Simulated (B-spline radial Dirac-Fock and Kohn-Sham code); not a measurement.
## Elastic and transport cross sections of sulfur for electrons

These are calculated numbers from a radial atomic solver; the model is relativistic (Dirac) partial waves in the static field of the Dirac-Fock atom with Furness-McCarthy exchange, without polarisation or absorption potentials. σ_tr1 and σ_tr2 weight the cross section with 1 − P₁ and 1 − P₂ of cos θ; "backward" is the share scattered beyond 90°.

| energy (eV) | σ (a₀²) | σ_tr1 (a₀²) | σ_tr2 (a₀²) | σ/σ_tr1 | backward (%) |
| --- | --- | --- | --- | --- | --- |
| 35700 | 0.287 | 0.00149 | 0.00373 | 193 | 0.043 |
| 37000 | ? | ? | ? | ? | ? |
| 50000 | 0.215 | 0.000821 | 0.00209 | 262 | 0.029 |
| 61400 | 0.181 | 0.000573 | 0.00147 | 316 | 0.023 |
| 62000 | 0.180 | 0.000563 | 0.00144 | 319 | 0.022 |
| 71900 | 0.159 | 0.000435 | 0.00112 | 367 | 0.019 |
| 100000 | 0.123 | 0.000246 | 0.000641 | 502 | 0.012 |
| 111000 | 0.114 | 0.000205 | 0.000538 | 556 | 0.011 |
| 130000 | 0.102 | 0.000157 | 0.000414 | 650 | 0.0086 |
| 133000 | 0.100 | 0.000151 | 0.000398 | 665 | 0.0084 |
| 200000 | 0.0772 | 7.66e-05 | 0.000205 | 1010 | 0.0047 |
| 300000 | 0.0620 | 3.98e-05 | 0.000108 | 1560 | 0.0026 |

**Question.** Fill in the row for 37 keV.

**Answer.** σ = 0.278 a₀², σ_tr1 = 0.00140 a₀², σ_tr2 = 0.00350 a₀², σ/σ_tr1 = 199, backward 0.041 %. The ratio σ/σ_tr1 is roughly the number of elastic collisions that randomise the direction.
